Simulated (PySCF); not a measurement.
PySCF input:

```python
from pyscf import gto, scf, mp, cc as ccmod

mol = gto.M(
    atom='''
    C    -1.20748795   -0.05475739   -0.02997572
    Si    0.58530938    0.02654272    0.01453023
    H    -1.82230395    0.83895675   -0.07707614
    H    -1.74051796   -1.00052426   -0.01137043
    H     1.36330731   -1.21371511    0.07790906
    H     1.25011096    1.33222888   -0.01303131
    ''',
    basis='cc-pvdz',
    charge=1,
    spin=1,
    verbose=4,
)

mf = scf.UHF(mol)
mf.conv_tol = 1e-10
mf.max_cycle = 100
mf.kernel()
mo, _, stable, _ = mf.stability(return_status=True)
if not stable:
    mf.kernel(mf.make_rdm1(mo, mf.mo_occ))
mp2 = mp.MP2(mf, frozen=6).run()
cc = ccmod.CCSD(mf, frozen=6)
cc.max_cycle = 100
cc.kernel()
et = cc.ccsd_t()
print(f'E(CCSD(T)) = {cc.e_tot + et:.9f}')
```

Problem. Predict the final energy.

Solution. -329.03309 Eh (CCSD(T)/cc-pVDZ).
